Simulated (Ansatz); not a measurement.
Two members of one family (GaAs nanocrystals, H-capped) that differ in charge, which shifts all levels, computed with Ansatz in the gas phase. Levels of anions in sets without diffuse functions are rough. A dash marks a value that wasn't run or was left out as unsound. The structures are stationary points that may keep the symmetry of their start. Remarks come from the PBE and PBE0 runs and from stability tests at other levels; not every state was tested. HOMO above LUMO (over both spins in singlets and doublets, within one spin in higher multiplets; at PBE or PBE0), or a gap under 0.15 eV within one spin, warns that the state may not be the lowest or that an electron is smeared out.

First: Ga12As11H32⁻, cut from zinc blende (singlet, charge -1, PBE-D4/def2-SVP geometry).

```xyz
55

As    2.260    0.318   -4.017
As    0.528    4.463    0.635
As   -3.084    2.106    1.399
As   -1.019   -1.846   -3.654
As   -3.531   -0.924   -1.043
As   -0.460    1.429   -1.449
As    3.063    0.170   -0.220
As    0.465    0.991    2.516
As    0.012   -2.331    0.060
As   -2.700   -1.352    2.725
As    1.262   -2.617    3.751
Ga    0.759    3.574   -1.704
Ga   -0.253    0.477   -3.718
Ga    4.226    0.165   -2.447
Ga   -2.866    1.459   -1.034
Ga    1.302    3.325    2.747
Ga   -1.844    0.948    3.251
Ga   -3.502   -1.927   -3.356
Ga    0.647   -3.062   -2.245
Ga   -2.380   -2.495    0.486
Ga    0.615    0.023    0.255
Ga    1.884   -0.216    4.171
Ga    1.372   -3.802    1.527
H     2.480   -0.778   -5.059
H     2.604    1.489   -4.941
H     1.072    5.893    0.683
H    -0.940    4.856    0.798
H    -4.572    2.161    1.754
H    -2.815    3.602    1.556
H    -0.785   -2.293   -5.101
H    -4.997   -0.934   -0.596
H     3.544    1.380    0.572
H     3.693   -0.905    0.659
H    -4.189   -1.372    3.078
H    -2.246   -2.262    3.866
H    -0.108   -2.870    4.382
H     2.044   -3.459    4.763
H     0.031    4.561   -2.704
H     2.294    3.188   -1.865
H    -0.796    1.449   -4.844
H     5.014    1.530   -2.567
H     4.879   -1.259   -2.640
H    -3.795    2.408   -1.893
H     0.572    4.036    3.963
H     2.881    3.316    2.597
H    -2.301    1.449    4.679
H    -4.186   -0.904   -4.357
H    -3.990   -3.430   -3.221
H     0.478   -4.632   -2.377
H     2.051   -2.360   -2.539
H    -3.072   -3.914    0.564
H     3.393   -0.122    3.695
H     1.434    0.169    5.643
H     2.898   -3.652    1.115
H     0.672   -5.214    1.699
```

```json
{"level": "PBE-D4/def2-SVP", "HOMO (eV)": "-3.25", "LUMO (eV)": "0.28", "gap (eV)": "3.53", "vertical IE (eV)": "4.75"}
{"level": "PBE-D4/def2-TZVP", "HOMO (eV)": "-3.33", "LUMO (eV)": "0.17", "gap (eV)": "3.50", "vertical IE (eV)": "–"}
{"level": "r2SCAN-D4/def2-SVP", "HOMO (eV)": "-3.50", "LUMO (eV)": "0.40", "gap (eV)": "3.90", "vertical IE (eV)": "–"}
{"level": "PBE0-D4/def2-SVP", "HOMO (eV)": "-4.20", "LUMO (eV)": "0.96", "gap (eV)": "5.17", "vertical IE (eV)": "5.23"}
{"level": "PBE0-D4/def2-TZVP", "HOMO (eV)": "-4.24", "LUMO (eV)": "0.87", "gap (eV)": "5.11", "vertical IE (eV)": "–"}
```

Remarks: gap within one spin near zero at PBE or PBE0 (neutral doublet).

Second: Ga12As12H32, cut from zinc blende (singlet, charge 0, PBE-D4/def2-SVP geometry).

Cartesian coordinates in Å:
```
Ga -1.3333 4.2539 1.9857
Ga 4.7937 2.1110 0.5499
Ga 3.4360 -2.4245 1.6486
Ga -3.1926 0.5658 2.9444
Ga -0.6178 -3.0766 2.6561
Ga 0.7065 0.6727 1.9030
Ga -0.0712 2.6714 -1.6724
Ga 1.9531 -0.7336 -1.5488
Ga -1.8434 -0.9352 -0.5519
Ga -4.1359 2.4867 -0.7161
Ga 0.4306 -4.3209 -1.2450
Ga -0.9315 -1.5042 -4.9616
As 2.6924 2.1818 1.9434
As -1.1267 1.9093 2.9588
As -1.9408 3.6098 -0.3462
As 1.3272 -1.5544 2.7238
As 3.9089 0.8152 -1.4404
As 2.4177 -2.9189 -0.5977
As -2.4612 -1.7264 3.6849
As -3.6445 0.3226 0.5339
As -1.2278 -3.1655 0.2627
As 0.1450 0.4743 -0.4622
As 1.2955 -0.8339 -3.9558
As -2.4184 -1.0402 -2.9767
H -2.5469 4.9265 2.7395
H 0.1457 4.8284 2.0168
H 5.0723 3.5737 0.0379
H 5.7932 1.1462 1.2837
H 3.8675 -3.7541 2.3717
H 4.3687 -1.1653 1.4294
H -4.3806 1.0646 3.8507
H -0.4349 -4.4656 3.3763
H 1.3147 3.3998 -1.3914
H -0.5031 2.2570 -3.1455
H -5.2966 3.1928 0.0886
H -4.2663 2.0462 -2.2355
H 0.6131 -5.8069 -0.7598
H 0.0609 -3.8853 -2.7208
H -0.8772 -3.0652 -5.1344
H -1.2619 -0.4276 -6.0618
H 3.1192 2.2963 3.4046
H 2.0536 3.5607 1.8157
H -0.7321 1.9894 4.4344
H -2.1923 4.9790 -0.9821
H 1.6045 -1.3747 4.2168
H 5.0811 0.0767 -2.0834
H 3.6651 1.8096 -2.5711
H 3.5713 -3.4004 -1.4807
H -2.1986 -1.6804 5.1902
H -3.6957 -2.6245 3.7477
H -4.8554 -0.6091 0.4632
H -2.5224 -3.9788 0.2416
H 1.6569 0.5434 -4.5024
H 2.3930 -1.6185 -4.6713
H -3.1458 0.2823 -3.1938
H -3.6327 -1.9565 -3.0955
```

Task: Estimate how these quantities change from the first to the second (second minus first).

Result: 
```json
{"level": "PBE-D4/def2-SVP", "Δ HOMO (eV)": "-2.59", "Δ LUMO (eV)": "-2.61", "Δ gap (eV)": "-0.02", "Δ vertical IE (eV)": "2.58"}
{"level": "PBE-D4/def2-TZVP", "Δ HOMO (eV)": "-2.57", "Δ LUMO (eV)": "-2.57", "Δ gap (eV)": "0.00", "Δ vertical IE (eV)": "–"}
{"level": "r2SCAN-D4/def2-SVP", "Δ HOMO (eV)": "-2.60", "Δ LUMO (eV)": "-2.59", "Δ gap (eV)": "0.01", "Δ vertical IE (eV)": "–"}
{"level": "PBE0-D4/def2-SVP", "Δ HOMO (eV)": "-2.61", "Δ LUMO (eV)": "-2.61", "Δ gap (eV)": "0.00", "Δ vertical IE (eV)": "2.61"}
{"level": "PBE0-D4/def2-TZVP", "Δ HOMO (eV)": "-2.59", "Δ LUMO (eV)": "-2.57", "Δ gap (eV)": "0.02", "Δ vertical IE (eV)": "–"}
```

Remarks: gap within one spin near zero at PBE or PBE0 (+1 doublet).
